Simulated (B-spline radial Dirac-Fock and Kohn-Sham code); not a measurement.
Calculated with a radial atomic solver, using the Dirac equation of a negative muon with reduced mass in the field of a spherical finite nucleus, with the Uehling potential to all orders; nuclear polarisation, deformation, hyperfine structure, self-energy, higher-order vacuum polarisation, relativistic recoil and electron screening are left out. The nuclear charge is a Fermi distribution (skin thickness 2.3 fm).

Problem. A muonic atom of atomic mass 38.97 u emits these computed lines: 2p3/2 → 1s1/2 784.7 keV, 3d5/2 → 2p3/2 156.8 keV, 4f7/2 → 3d5/2 54.73 keV, 5g9/2 → 4f7/2 25.29 keV. Which element is it, and what rms charge radius was used?

Solution. Calcium (Z = 20, nuclide ³⁹Ca); the high transitions hardly feel the nucleus and fix Z. The 2p → 1s line lies 62.49 keV below the value for a point nucleus without QED, which for this nuclear model gives a radius near 3.46 fm (3.4595 fm was used).
